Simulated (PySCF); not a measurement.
Static response to an electric field

Compound: cyclo-(Cl2SiO)2.
Geometry (PBE0-D3(BJ)/def2-SVP, Å), atoms numbered from 1 in this order:
```
atom  x, y, z in Å
Si1   -0.5056   -0.7098   -0.8218
Cl2   -2.1647   -1.8155   -0.4928
Cl3    0.1321   -0.9630   -2.7242
O4    -0.6610    0.9023   -0.3593
Si5    0.5398    0.6881    0.8009
Cl6   -0.0972    0.9414    2.7038
Cl7    2.1986    1.7948    0.4709
O8     0.6961   -0.9240    0.3386
```

Level: CAM-B3LYP/def2-SVPD (PySCF), static field, nuclei fixed, core orbitals frozen in the response. The polarisability tensor in these axes (au):

```
x    97.27  15.49  -4.74
y    15.49  88.86   8.83
z    -4.74   8.83 106.31
```

Question: Give the principal values, the mean and the anisotropy Δα = √{½[(α1 − α2)² + (α2 − α3)² + (α1 − α3)²]}.

Answer: Principal values 73.98, 107.70 and 110.76 au; mean 97.48 au = 14.45 Å³ = 16.07 × 10⁻⁴⁰ C²·m²/J; Δα = 35.35 au (36 % of the mean).

Question: What is the dipole moment?

Answer: 0.01 D; point group D2h allows none, and the residue is numerical.

Question: Rayleigh depolarisation ratio (linearly polarised light, static tensor)?

Answer: ρ = 3Δα²/(45ᾱ² + 4Δα²) = 3748.8/(427612 + 4998.5) = 0.00867.

Question: Sum over states: ᾱ = Σ f/ω², ω in Eh. What share falls to these 10 lowest TDDFT singlets (eV, f)? 7.71, 0.0000; 7.74, 0.0128; 7.90, 0.0000; 8.11, 0.0000; 8.34, 0.0000; 8.45, 0.0098; 8.45, 0.0005; 8.60, 0.0919; 8.62, 0.0000; 8.63, 0.1555.

Answer: They add up to 2.73 au, 2.8 % of the 97.48 au; the largest single term is 1.55 au, from the state at 8.63 eV. Terms in order: 0.00, 0.16, 0.00, 0.00, 0.00, 0.10, 0.01, 0.92, 0.00, 1.55 au. Higher excitations give the rest. The strengths listed sum to 0.271.

Question: What are the principal values of the traceless quadrupole moment, Θ = ½Σq(3rr − r²1), about the centre of nuclear charge?

Answer: -4.91, 1.55, 3.35 D·Å. The electronic extent ⟨r²⟩ about the same centre is 2423 bohr², a root-mean-square distance of 2.46 Å for the 112 electrons.

Question: Find the Langevin capture rate constant for O2+ (31.990 u) meeting this molecule (227.819 u), k = 2.342 × 10⁻⁹ cm³/s × √(α in Å³ / reduced mass in u).

Answer: The reduced mass is 28.05 u, so k = 1.68 × 10⁻⁹ cm³/s.

Question: Refractivity n − 1 of an ideal gas of it at 400 K and 1 atm, from the electronic α?

Answer: N = p/kT = 1.8347 × 10¹⁹ cm⁻³, so n − 1 = 2π × N × 14.45 × 10⁻²⁴ cm³ = 1665 × 10⁻⁶ at long wavelengths.

Isolated species at its PBE0-D3(BJ)/def2-SVP geometry (one conformer only).
